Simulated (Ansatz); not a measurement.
Born–Oppenheimer molecular dynamics of C$_{2}$H$_{8}$BN (12 atoms, charge 0, multiplicity 1). It starts at the highest image of a converged band. Of that band: Beside the main top the profile has a ripple of under 15 meV (maxima at images 1, 4), which may be a very shallow well or noise. Neighbouring images differ by up to 3.2 eV, so the band resolves the path poorly. A vibrational analysis at the climbing image gives one clearly imaginary mode, 1659i cm⁻¹: a first-order saddle point.

Level of theory: RKS PBE0-D4/6-31G* (Ansatz 0.2.0).

```
ensemble                      : NVE (velocity Verlet)
time step                     : 0.5 fs
steps asked                   : 200
starting velocities drawn for : 100 K
seed                          : 6374
```

First frame:

```xyz
12
Properties=species:S:1:pos:R:3
B -0.115 -0.059 -0.184
N 0.937 -0.976 0.556
C -1.430 -0.568 0.210
H -0.184 -0.719 1.146
C 0.369 1.330 -0.741
H 1.090 -1.926 0.236
H 1.789 -0.545 0.892
H -1.641 -1.613 0.453
H -2.330 0.038 0.119
H 1.005 1.877 -0.032
H 0.977 1.180 -1.645
H -0.468 1.981 -1.011
```

(1) How far do the bonds stretch over the last three quarters of this one trajectory? (Pairs bonded in most of those frames.)

## Answers

(1) 
| bond | mean (Å) | spread (Å) | shortest | longest |
| --- | --- | --- | --- | --- |
| B1–N2 | 1.687 | 0.093 | 1.51 | 1.81 |
| B1–C3 | 1.427 | 0.017 | 1.40 | 1.46 |
| B1–C5 | 1.585 | 0.022 | 1.55 | 1.62 |
| N2–H4 | 1.033 | 0.057 | 0.95 | 1.13 |
| N2–H6 | 1.023 | 0.014 | 0.99 | 1.06 |
| N2–H7 | 1.023 | 0.014 | 0.99 | 1.06 |
| C3–H8 | 1.095 | 0.005 | 1.09 | 1.10 |
| C3–H9 | 1.092 | 0.009 | 1.08 | 1.11 |
| C5–H10 | 1.103 | 0.009 | 1.09 | 1.12 |
| C5–H11 | 1.103 | 0.005 | 1.09 | 1.12 |
| C5–H12 | 1.097 | 0.027 | 1.06 | 1.14 |

Mean temperature of the second half: 454 K. The conserved energy stayed within 0.26 meV per atom of its start (net change -0.0044 meV per atom), so the integration is sound. The system heated up, since it started high on the potential surface and ran downhill. A run of 0.1 ps of so small a system gives no equilibrium averages. The orbitals stay closed-shell, which can raise the energy where a bond breaks towards radicals; this wasn't checked here.

Run time: 4.6 min on 2 threads of Arm Neoverse V2 (shared host), peak memory 0.14 GiB.
